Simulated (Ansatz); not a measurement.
A nudged elastic band was laid between two geometries of ClF5Mo + H (8 atoms, charge 0, multiplicity 2).

Method: UKS PBE/def2-SVP (Ansatz).

```json
{
  "movable images": "7",
  "climbing image": "yes",
  "spring": "5.0 eV/Å²",
  "optimiser": "quadratic models (default)",
  "start path": "through a guess of the saddle point",
  "force threshold": "0.05 eV/Å",
  "iteration limit": "60",
  "end points": "relaxed"
}
```

Initial state:

```xyz
8
Properties=species:S:1:pos:R:3
Mo -0.011 0.011 -0.140
Cl -0.065 0.065 2.146
F 1.836 0.011 -0.138
F -0.010 1.856 -0.224
F -1.856 0.010 -0.224
F -0.011 -1.836 -0.138
F 0.032 -0.032 -1.991
H 0.084 -0.084 5.728
```

Final state:

```xyz
8
Properties=species:S:1:pos:R:3
Mo 0.093 -0.002 0.035
Cl 0.530 0.021 2.817
F 1.890 0.021 -0.527
F 0.205 1.787 0.421
F -1.686 -0.010 0.724
F 0.242 -1.783 0.442
F -0.493 -0.035 -1.709
H -0.779 0.002 2.817
```

(1) What changes between the two ends?

(2) What energy profile does the band end with?

## Answers

(1) Bonds formed: Cl2–H8. ClF5Mo + H becomes ClF5HMo.

(2) The run converged. The highest image is number 0 of 0 to 8, 0.000 eV above the first end and 1.948 eV above the last; the last end lies 1.948 eV below the first. The highest image is an end point: on this band no image between the ends rises above it. Between wells the path still climbs a hump at image 7, 0.02 eV above the well before it.

```csv
image,path coordinate (Å),energy (eV),Cl2–H8 (Å)
0,0.00,0.000,3.59
1,0.62,-0.001,3.56
2,1.40,-0.004,3.37
3,2.18,-0.009,3.09
4,2.95,-0.042,2.19
5,3.73,-1.813,1.33
6,4.51,-1.944,1.30
7,5.28,-1.923,1.30
8,6.06,-1.948,1.31
```

Run time: 13 min on 4 threads of Arm Neoverse V1, on a shared host, peak memory 0.37 GiB.
